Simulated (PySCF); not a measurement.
## H (hydrogen, neutral) across methods

1s1, 2S determinant. Calculation: PySCF 2.14, in aug-cc-pVTZ; no relativity, point nucleus.

```csv
method,E (hartree),mean ε 1s α (eV),Σ⟨r²⟩ (bohr²),⟨S²⟩
r2SCAN,-0.5000,-8.024,3.110,0.750
UHF,-0.49982,-13.601,3.008,0.750
LDA,-0.4785,-7.316,3.391,0.750
r2SCAN0,-0.4999,-9.409,3.081,0.750
PBE0,-0.5011,-9.127,3.158,0.750
MN15,-0.4987,-9.488,3.278,0.750
PBE,-0.4998,-7.591,3.239,0.750
TPSSh,-0.5000,-8.353,3.113,0.750
```

(1) Estimate the same row for wB97X-V.

For one electron the Hartree and exchange-correlation energies should cancel; what remains is the self-interaction error.

Results:

(1) E (hartree) = -0.5006; mean ε 1s α (eV) = -11.679; Σ⟨r²⟩ (bohr²) = 3.199; ⟨S²⟩ = 0.750.
